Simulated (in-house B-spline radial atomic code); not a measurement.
## Response and correlation of S⁴⁺

Closed shell [Ne] 3s2. Computed with a B-spline radial code for spherical atoms: Dirac-Hartree-Fock, relativistic RPA (time-dependent Dirac-Hartree-Fock) for the response and second-order many-body perturbation theory for correlation, no-pair Dirac-Coulomb Hamiltonian, finite nucleus.

```tsv
multipole (bohr³, bohr⁵, bohr⁷)	uncoupled	coupled RPA
dipole	3.5988	4.4591
quadrupole	4.6933	6.0417
octupole	12.959	?
```

Task: What is the coupled octupole polarisability?

Result: 15.343 atomic units, +18 % against the uncoupled value.

Task: Which subshells carry the dipole polarisability?

Result: 3s1/2 100.5 %, 2p3/2 -0.3 %, 2p1/2 -0.2 %.

Task: What does the dipole shielding factor come to?

Result: The dipole shielding factor is 0.750, against the exact N/Z = 12/16 = 0.750 of the non-relativistic theorem.

Dipole polarisability at imaginary frequency:

```json
{"u (Eh)": "0", "α(iu) (bohr³)": "4.459"}
{"u (Eh)": "0.559", "α(iu) (bohr³)": "2.34"}
{"u (Eh)": "1.68", "α(iu) (bohr³)": "0.5625"}
{"u (Eh)": "3.35", "α(iu) (bohr³)": "0.2087"}
{"u (Eh)": "5.59", "α(iu) (bohr³)": "0.1082"}
{"u (Eh)": "11.2", "α(iu) (bohr³)": "0.04453"}
{"u (Eh)": "22.4", "α(iu) (bohr³)": "0.01567"}
{"u (Eh)": "55.9", "α(iu) (bohr³)": "0.003139"}
```

Task: What dispersion coefficients follow for two such ions (the dispersion part alone)?

Result: C6 = (3/π)∫α(iu)²du = 8.965 hartree·bohr⁶ and C8 = 81.49 hartree·bohr⁸.

Lowest J = 1 odd-parity excitations:

```csv
energy (eV),oscillator strength,leading channel,weight
8.1747,4.96e-05,3s1/2 → p1/2,0.676
15.494,1.39,3s1/2 → p3/2,0.674
41.976,0.000185,3s1/2 → p1/2,0.697
42.639,0.0961,3s1/2 → p3/2,0.697
53.739,0.000114,3s1/2 → p1/2,0.706
53.975,0.0446,3s1/2 → p3/2,0.706
60.186,9.85e-05,3s1/2 → p1/2,0.711
60.348,0.0328,3s1/2 → p3/2,0.711
```

For an outer ns² shell RPA puts the lowest triplet far too low, and second order misses the ns²-np² near-degeneracy.

Second-order correlation energy by the highest angular momentum of the excited pair (hartree): s -0.01917, p -0.176, d -0.1874, f -0.05012, g -0.01917, h -0.007373, i -0.003429, k -0.001801.

Task: What is the second-order correlation energy at the partial-wave limit?

Result: The listed waves sum to -0.46451 hartree; extrapolating the increments as (l + 1/2)⁻⁴ gives -0.46819 hartree, -1.06 eV per electron.
